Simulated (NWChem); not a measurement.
System: PbHBr, singlet; SMILES [Br][PbH]

NWChem input:

```
start job
memory heap 200 mb stack 900 mb global 1100 mb
geometry units angstroms noautosym nocenter noautoz
  Pb     0.025038    -0.794767     0.000000
  H     -1.830858    -0.921540     0.000000
  Br     0.008645     1.840122     0.000000
end
basis spherical
  * library def2-svpd
end
ecp
  Pb library def2-ecp
end
dft
  xc b3lyp
  iterations 150
end
property
  response 1 0.0
end
task dft property
```

Parts of the log:

```
             Northwest Computational Chemistry Package (NWChem) 7.3.0
             --------------------------------------------------------

                             Geometry "geometry" -> ""
                             -------------------------

 Output coordinates in angstroms (scale by  1.889725989 to convert to a.u.)

  No.       Tag          Charge          X              Y              Z
 ---- ---------------- ---------- -------------- -------------- --------------
    1 Pb                  82.0000     0.02503800    -0.79476700     0.00000000
    2 H                    1.0000    -1.83085800    -0.92154000     0.00000000
    3 Br                  35.0000     0.00864500     1.84012200     0.00000000

 Effective nuclear repulsion energy (a.u.)     605.2927788577

                                 NWChem DFT Module
                                 -----------------

 Summary of "ao basis" -> "ao basis" (spherical)
 ------------------------------------------------------------------------------
       Tag                 Description            Shells   Functions and Types
 ---------------- ------------------------------  ------  ---------------------
 Pb                        def2-svpd                12       32   5s4p3d
 H                         def2-svpd                 4        8   2s2p
 Br                        def2-svpd                15       41   6s5p4d

            General Information
            -------------------
          SCF calculation type: DFT
          Wavefunction type:  closed shell.
          No. of atoms     :     3
          No. of electrons :    58
           Alpha electrons :    29
            Beta electrons :    29
          Charge           :     0
          Spin multiplicity:     1
          Use of symmetry is: off; symmetry adaption is: off
          Maximum number of iterations: 150
          AO basis - number of functions:    81
                     number of shells:    31
          Convergence on energy requested:  1.00D-06
          Convergence on density requested:  1.00D-05
          Convergence on gradient requested:  5.00D-04

              XC Information
              --------------
                         B3LYP Method XC Potential
                     Hartree-Fock (Exact) Exchange  0.200
                        Slater Exchange Functional  0.800 local
                    Becke 1988 Exchange Functional  0.720 non-local
              Lee-Yang-Parr Correlation Functional  0.810
                  VWN I RPA Correlation Functional  0.190 local

             Grid Information
             ----------------
          Grid used for XC integration:  medium
          Radial quadrature: Mura-Knowles
          Angular quadrature: Lebedev.
          Tag              B.-S. Rad. Rad. Pts. Rad. Cut. Ang. Pts.
          ---              ---------- --------- --------- ---------
          Pb                  1.80      123          12.0       590
          H                   0.35       45          12.0       434
          Br                  1.15      112          13.0       590
          Grid pruning is: on
          Number of quadrature shells:   280
          Spatial weights used:  Erf1

      Superposition of Atomic Density Guess
      -------------------------------------

 Sum of atomic energies:       -2791.94740669

      Non-variational initial energy
      ------------------------------

 Total energy =   -2764.377877
 1-e energy   =   -4250.214665
 2-e energy   =    1319.357010
 HOMO         =      -0.248113
 LUMO         =      -0.062242

   convergence    iter        energy       DeltaE   RMS-Dens  Diis-err
 ---------------- ----- ----------------- --------- --------- ---------
 d= 0,ls=0.0,diis     1  -2767.4059451364 -2.93D+03  2.03D-02  3.20D-01
 d= 0,ls=0.0,diis     2  -2767.3093588441  9.66D-02  1.23D-02  8.28D-01
 d= 0,ls=0.0,diis     3  -2767.4479356753 -1.39D-01  2.70D-03  2.20D-02
 d= 0,ls=0.0,diis     4  -2767.4520889645 -4.15D-03  7.82D-04  2.10D-03
 d= 0,ls=0.0,diis     5  -2767.4524412037 -3.52D-04  1.68D-04  1.76D-04
  Resetting Diis
 d= 0,ls=0.0,diis     6  -2767.4524721843 -3.10D-05  1.61D-05  7.58D-07
 d= 0,ls=0.0,diis     7  -2767.4524723138 -1.30D-07  8.94D-06  1.67D-07

         Total DFT energy =    -2767.452472313814
      One electron energy =    -4251.607746276968
           Coulomb energy =     1425.511967398021
    Exchange-Corr. energy =     -107.836471257106
 Nuclear repulsion energy =      166.479777822239

 Numeric. integr. density =       57.999992346488

                       DFT Final Molecular Orbital Analysis
                       ------------------------------------

 Vector   27  Occ=2.000000D+00  E=-2.914548D-01
              MO Center=  1.1D-02,  1.0D+00,  4.9D-09, r^2= 3.5D+00
   Bfn.  Coefficient  Atom+Function         Bfn.  Coefficient  Atom+Function
  ----- ------------  ---------------      ----- ------------  ---------------
    56      0.414486  3 Br px                53      0.392172  3 Br px
    50     -0.259333  3 Br px                57      0.238998  3 Br py
     3      0.226533  1 Pb s                 54      0.224565  3 Br py
    12      0.200203  1 Pb px                 4      0.151410  1 Pb s
     1     -0.150219  1 Pb s                 13     -0.148554  1 Pb py

[...]

 DFT Linear Response polarizability / au
 Frequency  =       0.0000000 / au
              X              Y              Z
 -----------------------------------------------
 X      68.9726131      1.7626121     -0.0000001
 Y       1.7626328     94.7002691      0.0000000
 Z      -0.0000001      0.0000000     50.3813678
 -----------------------------------------------
 Eigenvalues =      68.8524174     94.8204648     50.3813678
 Isotropic   =      71.3514167
 Anisotropic =      38.6675090
 -----------------------------------------------

 Magnetic Dipole Response Matrix (nonzero elements):

 Exiting AOResponse driver routine
```

Level: B3LYP/def2-SVPD with def2 effective core potentials on Pb. Low-valent species are run as closed-shell singlets; no triplet was tried in these runs. All runs use the structure optimised with PBE0/def2-SVP. Not confirmed as a minimum by frequencies. def2 effective core potentials on Pb; no spin-orbit coupling.
